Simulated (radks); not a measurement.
Cd, configuration [Kr] 4d10 5s1 7d1 (not the ground configuration).

All-electron calculation, Dirac Kohn-Sham, PBE, spin-unpolarised, spherical densities, finite nucleus; open shells are shared between the two j in proportion to 2j + 1; Fermi nuclear charge, rms radius 4.6087 fm. Program: a radial shooting solver on a logarithmic mesh with Libxc functionals.

Energy parts (hartree):
| part | energy |
|---|---|
| total | -5595.59299 |
| kinetic | 5867.37121 |
| electron-nucleus | -13563.11804 |
| Hartree | 2254.65273 |
| exchange-correlation | -154.49888 |

Orbitals (lengths in bohr, moments of r in powers of bohr):
| orbital | occ. | eigenvalue (hartree) | <r^4> | <r> | <r^2> |
|---|---|---|---|---|---|
| 1s1/2 | 2 | -974.4361 | 4.065e-06 | 0.03040 | 0.001250 |
| 2s1/2 | 2 | -144.8637 | 0.0007161 | 0.1313 | 0.02037 |
| 2p1/2 | 2 | -134.8811 | 0.0004648 | 0.1112 | 0.01520 |
| 2p3/2 | 4 | -127.8082 | 0.0005392 | 0.1164 | 0.01652 |
| 3s1/2 | 2 | -27.22723 | 0.03301 | 0.3581 | 0.1468 |
| 3p1/2 | 2 | -23.22628 | 0.03247 | 0.3494 | 0.1420 |
| 3p3/2 | 4 | -21.96317 | 0.03652 | 0.3604 | 0.1509 |
| 3d3/2 | 4 | -14.88313 | 0.03243 | 0.3327 | 0.1318 |
| 3d5/2 | 6 | -14.62648 | 0.03367 | 0.3362 | 0.1344 |
| 4s1/2 | 2 | -4.16968 | 1.156 | 0.8794 | 0.8766 |
| 4p1/2 | 2 | -2.88787 | 1.611 | 0.9394 | 1.011 |
| 4p3/2 | 4 | -2.67409 | 1.842 | 0.9704 | 1.079 |
| 4d3/2 | 4 | -0.72459 | 7.436 | 1.261 | 1.925 |
| 4d5/2 | 6 | -0.69869 | 7.948 | 1.280 | 1.985 |
| 5s1/2 | 1 | -0.43594 | 103.6 | 2.657 | 8.053 |
| 7d3/2 | 0.4 | -0.01555 | 1313000 | 30.05 | 1008 |
| 7d5/2 | 0.6 | -0.01549 | 1310000 | 29.94 | 1004 |

The highest occupied level is 7d5/2 at -0.422 eV. The density falls to 0.001 e/bohr^3 at r = 3.90 bohr.
